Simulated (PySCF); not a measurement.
## Relaxation of doublet TlBr₂

Computed with UPBE0 in PySCF with Tl def2-SVP with ECP60, Br def2-SVP; scalar-relativistic core potentials, no spin–orbit coupling; density-fitted integrals. A (50,194) grid was used.

A hand-made linear start, of D∞h symmetry, held to at least that symmetry:

```xyz
3
charge 0 multiplicity 2, angstrom
Tl    0.0000    0.0000    0.0000
Br    0.0000    0.0000    2.5800
Br    0.0000    0.0000   -2.5800
```

Problem. What does it relax to?

Solution. It ends at D∞h with Tl–Br 2.698 Å (×2); Br–Tl–Br 180.0° (after a last refinement on a finer grid). A frequency run shows 2 imaginary modes (one degenerate set), down to 26i cm⁻¹, so it is a higher-order saddle point. Other isomers or separated fragments may lie lower.

Problem. How much energy is released, and in how many steps?

Solution. 10.1 kJ/mol in 4 steps.

No spin–orbit coupling is included, which matters more the heavier the element.
